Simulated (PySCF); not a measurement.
PySCF was given this input:
```python
from pyscf import gto, scf, dft

mol = gto.M(
    atom='''
C     1.596900   -0.403896   -0.874543
Si    0.381688   -1.793286   -0.413177
C    -1.407404   -1.146052   -0.428751
Si   -1.663248    0.391683    0.664884
C    -0.400697    1.714825    0.154446
Si    1.411699    1.151290    0.208610
H     1.458090   -0.123865   -1.919272
H     2.617035   -0.776934   -0.795975
H     0.720374   -2.380030    0.892503
H    -1.703895   -0.904973   -1.450083
H    -2.079400   -1.937098   -0.099097
H    -1.466148    0.028475    2.075205
H    -3.030956    0.910026    0.497754
H    -0.635133    2.058458   -0.853395
H    -0.519080    2.582658    0.801407
H     1.796961    0.834563    1.591010
H     2.287416    2.223828   -0.291410
''',
    basis='6-31g',
    charge=0,
    spin=1,
    verbose=4,
)

mf = dft.UKS(mol)
mf.xc = 'pw91,pw91'
mf.kernel()
```

**Question.** What is the computed nuclear repulsion energy (PW91/6-31G (PySCF))?

**Answer.** 433.7912 Eh

**Question.** Estimate the Mulliken (on the basis functions themselves) charges in atom order that PW91/6-31G returns for this input.

**Answer.** C1 -0.85, Si2 0.52, C3 -0.85, Si4 0.61, C5 -0.84, Si6 0.61, H7 0.20, H8 0.21, H9 -0.08, H10 0.20, H11 0.21, H12 -0.08, H13 -0.09, H14 0.20, H15 0.20, H16 -0.08, H17 -0.09

**Question.** Estimate the dipole moment that PW91/6-31G returns for this input.

**Answer.** 1.05 D

**Question.** Predict the <S^2> from PW91/6-31G.

**Answer.** 0.751

**Question.** Predict the total energy from PW91/6-31G.

**Answer.** -989.1261 Eh

These values belong to the state on which the SCF converged, which isn't shown to be the lowest.

**Question.** Roughly what does it cost on one core?

**Answer.** around 30 core-seconds (rough).
